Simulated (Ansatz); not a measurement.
Species: sum formula HGeO, charge -1, multiplicity 1. 
Coordinates optimised at B3LYP-D3(BJ)/def2-TZVP (Ansatz, an electronic-structure program):
```
O
H 1 0.9586
Ge 1 1.9167 2 101.96
```
Charge -1, spin multiplicity 1.

Basis-set convergence of Hartree-Fock and CCSD correlation energies (hartree) with Ansatz. Correlated levels leave the core frozen unless marked. Spin-orbit coupling is left out. The frozen core is the preceding noble-gas configuration, with the filled d and f shells of earlier blocks. Non-relativistic.

The Hartree-Fock reference is unstable (checked in the largest basis), which strains HF and MP2. 

```tsv
basis	functions	E(HF)	E(corr, CCSD)
def2-SVPD	69	-2150.44069	-0.31014
def2-TZVPPD	111	-2150.80067	-0.36662
def2-QZVPPD	194	-2150.84988	-0.38799
```

Extrapolating the two largest sets (X = 3 and 4) as X^-3: E(corr) = (64·(-0.38799) - 27·(-0.36662))/37 = -0.4036 Eh, an estimate of the basis-set limit. The largest set recovers 96.1 % of it, the smallest 76.8 %.
